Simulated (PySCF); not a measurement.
Job for PySCF: R-MP2/6-31G* on AlF2H (SMILES [F][AlH][F]), a point of a bond scan (R = 1.709 Å).

```python
from pyscf import gto, scf, dft, mp
from pyscf.data.elements import chemcore

mol = gto.M(
    atom='''
    Al   -0.29735585   -0.20000769   -0.23453486
    H    -1.48377169   -0.99801549   -1.17030213
    F    -0.21997505    1.44163617   -0.18460638
    F     0.80236859   -1.04990625    0.64396034
    ''',
    basis='6-31g*',
    cart=True,
    charge=0, spin=0, verbose=3, max_memory=1800)
mf = scf.RHF(mol)
mf.conv_tol = 1e-8
mf.max_cycle = 100
mf.kernel()
if not mf.converged:
    mf = mf.newton().run(mf.mo_coeff, mf.mo_occ)
pt = mp.MP2(mf, frozen=chemcore(mol)).run()
```

### Question
What total energy does the run end on?

### Answer
-441.9059 hartree.
